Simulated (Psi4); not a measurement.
Interaction energy of CH3F ··· H3ClSi (SMILES CF and [SiH3]Cl), singlet. Monomers: optimised at B3LYP-D3(BJ) (def2-TZVP), held rigid. Orientation: lowest of the rigid-body minima from ten starts at GFN2-xTB. Only R, the distance of the centres of mass, is varied, so the lowest point isn't the relaxed dimer.

Calculation: SAPT0/jun-cc-pVDZ, frozen core in Psi4 1.11.

Components in kcal/mol:

```csv
R / Å,electrostatics,exchange,induction,dispersion,total
2.82,-12.67,25.23,-3.36,-4.56,4.64
3.06,-6.88,11.50,-1.64,-2.86,0.13
3.29,-4.08,5.33,-0.85,-1.88,-1.47
3.46,-2.91,3.00,-0.53,-1.39,-1.83
3.65,-2.09,1.56,-0.32,-1.01,-1.86
3.83,-1.59,0.84,-0.21,-0.75,-1.72
4.12,-1.11,0.31,-0.11,-0.48,-1.39
4.47,-0.78,0.09,-0.06,-0.29,-1.04
5.00,-0.51,0.01,-0.03,-0.15,-0.67
5.69,-0.33,0.00,-0.01,-0.07,-0.41
6.65,-0.20,0.00,0.00,-0.03,-0.23
7.94,-0.11,0.00,0.00,-0.01,-0.12
```
